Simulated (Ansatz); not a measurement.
The cluster K₅H₅. The state is a singlet with charge 0. Geometry PBE-D4/def2-SVP; atoms count from 1.

Cartesian coordinates in Å:
```
K 2.5799 -4.1455 0.7090
K -0.6626 1.8247 -1.1059
K 0.1880 -0.3645 1.9170
K 2.7468 0.0914 -1.2165
K -0.7206 -1.9511 -1.7330
H -1.6588 -0.3078 0.0438
H -2.2072 1.3284 1.5209
H 0.5706 0.1277 -2.6588
H -2.1904 1.9225 2.0272
H 1.3544 1.4742 0.4964
```

The restricted singlet is unstable towards broken spin symmetry in Hartree–Fock (as tested in another run); at PBE0-D4/def2-TZVP this wasn't settled. In the singlet, H7 and H9 lie 0.78 Å apart (atoms count from 1), so H2 has formed as a molecule. Another isomer (singlet) lies 0.27 eV lower at PBE0-D4/def2-TZVP; other spin states weren't run for this one.

Estimate the Mulliken populations from the PBE0/def2-TZVP orbitals of Ansatz.


```tsv
atom	charge (e)
K1	-0.25
K2	0.48
K3	0.45
K4	0.39
K5	0.46
H6	-0.52
H7	0.02
H8	-0.50
H9	-0.03
H10	-0.50
```
Mulliken values and Mayer orders depend strongly on the basis.

And the Mayer bond orders between bonded heavy atoms (over 0.3)?

K1–K3 0.31 (4.63 Å); K1–K4 0.30 (4.66 Å); K1–K5 0.30 (4.66 Å).
